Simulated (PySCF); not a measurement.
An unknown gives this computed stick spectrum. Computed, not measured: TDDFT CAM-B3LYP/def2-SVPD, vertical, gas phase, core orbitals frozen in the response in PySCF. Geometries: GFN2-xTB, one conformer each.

| state | λ (nm) | f |
| --- | --- | --- |
| S1 | 197.1 | 0.340 |
| S2 | 189.5 | 0.114 |
| S3 | 183.8 | 0.188 |
| S4 | 178.0 | 0.019 |
| S5 | 172.2 | 0.260 |
| S6 | 168.2 | 0.0053 |
| S7 | 163.4 | 0.014 |
| S8 | 162.4 | 0.0062 |

**Question.** Which candidate is it? All have the formula C4H8ClFSi2.
A. `C=C[Si@H](Cl)/C(F)=C/[SiH3]`
B. `FCC[SiH2]C#C[SiH2]Cl`
C. `FC1=C(Cl)C[SiH2][SiH2]C1`

**Answer.** A. Its S1, at 6.29 eV, is the highest among the candidates; the nearest of the others has S1 at 5.55 eV. S1 is HOMO→LUMO (64%), HOMO-2→LUMO (19%). Löwdin shares by element: HOMO carbon 64% or more, fluorine 13%, silicon 6% or more (atoms not listed hold the other 18%); LUMO carbon 65% (atoms not listed hold the other 35%). At the same level the other candidates give, for their lowest levels:
- `FC1=C(Cl)C[SiH2][SiH2]C1`: 225 nm (f 0.015); 210 nm (f 0.003); 203 nm (f 0.030); 198 nm (f 0.161); 185 nm (f 0.013); T1 4.01 eV; HOMO -7.97, LUMO 0.41 eV
- `FCC[SiH2]C#C[SiH2]Cl`: 224 nm (f 0.000); 212 nm (f 0.007); 210 nm (f 0.000); 168 nm (f 0.004); 165 nm (f 0.352); T1 4.67 eV; HOMO -9.65, LUMO -0.01 eV

The values belong to the conformer `[CH2:1]=[CH:2][Si@H:3]([Cl:4])/[C:5]([F:6])=[CH:7]/[SiH3:8]`: C1–C2–Si3–Cl4 -137°, C2–Si3–C5–F6 -65°.
Triplets come from the Tamm–Dancoff approximation.
